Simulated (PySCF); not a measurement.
H₄O₄Si. Atoms are numbered in the order given.

```xyz
9

O     -1.0614    -0.9407     0.8737
Si     0.0000     0.0000     0.0000
O      0.9407    -1.0614    -0.8737
O     -0.9407     1.0614    -0.8737
O      1.0614     0.9407     0.8737
H     -0.6832    -1.7958     1.1430
H      1.7958    -0.6832    -1.1430
H     -1.7958     0.6832    -1.1430
H      0.6832     1.7958     1.1430
```

Geometry optimised at PBE-D3(BJ)/def2-SVP. The isomer is the one that the SMILES or the coordinates give; other isomers of the formula were not compared. One conformer was computed; it need not be the lowest.

The numbers are results of M06-2X/def2-TZVP (PySCF), not measurements.

ESP charges are fitted to the potential on shells at 1.4 to 2.0 van der Waals radii. Atomic charges (e):

| atom | Löwdin | ESP fit |
|---|---|---|
| O1 | -0.13 | -0.76 |
| Si2 | -0.27 | 1.19 |
| O3 | -0.13 | -0.76 |
| O4 | -0.13 | -0.76 |
| O5 | -0.13 | -0.76 |
| H6 | 0.20 | 0.47 |
| H7 | 0.20 | 0.47 |
| H8 | 0.20 | 0.47 |
| H9 | 0.20 | 0.47 |

Computed Mayer and Wiberg (Löwdin basis) orders of the bonds:
| bond | Mayer | Wiberg |
|---|---|---|
| O1–Si2 | 1.18 | 1.63 |
| Si2–O3 | 1.18 | 1.63 |
| Si2–O4 | 1.18 | 1.63 |
| Si2–O5 | 1.18 | 1.63 |
| O1–H6 | 0.86 | 1.01 |
| O3–H7 | 0.86 | 1.01 |
| O4–H8 | 0.86 | 1.01 |
| O5–H9 | 0.86 | 1.01 |
